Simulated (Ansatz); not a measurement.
```csv
atom,x (Å),y (Å),z (Å)
C,-0.0091,-0.0461,-1.4764
C,0.0301,-0.0167,-0.0847
C,0.0290,1.2639,0.6370
C,-0.0446,-1.2532,0.6916
H,0.0237,-0.8913,-2.0163
H,-0.0445,0.9500,-2.0140
H,0.0418,2.1471,0.0571
H,-0.8633,1.3609,1.3144
H,0.8376,1.3362,1.3237
H,-0.0436,-2.1556,0.0576
H,0.8980,-1.3235,1.3844
H,-0.9233,-1.3190,1.3668
```

Basis set: def2-TZVP (spherical functions). Correlated methods keep 4 orbitals frozen. Charge 0, multiplicity 1.

Computed with Ansatz (development build ahead of 0.2.0); each method stands on the lowest determinant of its kind that the runs found. Restricted open shells among the atoms or ions are ROHF, correlated in semicanonical orbitals with singles. Restricted functionals stand beside restricted open-shell atoms, which can lie above the unrestricted atoms usual in DFT and then raise those values.

Q: Give the atomization energy at this shape (free ground-state atoms in the same class of orbitals less the molecule, no zero-point energy) of singlet C4H8 by PBE0 (restricted), RHF-MP2, RHF.

A:

```csv
method,atomization energy
PBE0 (restricted),50.07 eV
RHF-MP2,48.50 eV
RHF,38.09 eV
```

Caution: the shape is not the minimum.
